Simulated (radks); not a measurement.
Question: All-electron atom: Gd in [Xe] 4f7 5d1 6s1 6d1 (not the ground configuration). All-electron calculation, scalar-relativistic Kohn-Sham, PBE, spin-polarised, spherical densities, point nucleus; open shells are filled with parallel spins first (spin-orbit coupling, left out, can overturn this in heavy ions). Program: a radial shooting solver on a logarithmic mesh with Libxc functionals. Some entries of the table are withheld. Estimate them.

orbital,occ.,eigenvalue (hartree),r(max) (bohr)
1s up,1,-1841.411,0.01392
1s down,1,-1841.410,0.01392
2s up,1,-304.1111,0.07900
2s down,1,-304.1080,0.07900
2p up,3,-270.6165,0.06395
2p down,3,-270.6142,0.06395
3s up,1,-67.52797,0.2243
3s down,1,-67.43135,0.2242
3p up,3,-57.15334,0.2201
3p down,3,-57.05709,0.2200
3d up,5,-43.45529,0.1801
3d down,5,-43.38105,0.1800
4s up,1,-13.77120,0.5157
4s down,1,-13.54475,0.5155
4p up,3,-10.35213,0.5382
4p down,3,-10.12724,0.5380
4d up,5,-5.62406,0.5591
4d down,5,-5.40103,0.5588
5s up,1,-1.99820,1.192
5s down,1,-1.86874,1.205
5p up,3,-1.16389,1.349
5p down,3,-1.05917,1.369
4f up,7,-0.51139,(1)
4f down,0,-0.30946,(2)
6s up,1,-0.25884,3.185
5d up,1,(3),1.913
5d down,0,(4),1.957
6d up,1,-0.02920,9.983

Answer: 
(1) 4f up r(max) (bohr): 0.5666
(2) 4f down r(max) (bohr): 0.5693
(3) 5d up eigenvalue (hartree): -0.22844
(4) 5d down eigenvalue (hartree): -0.15786
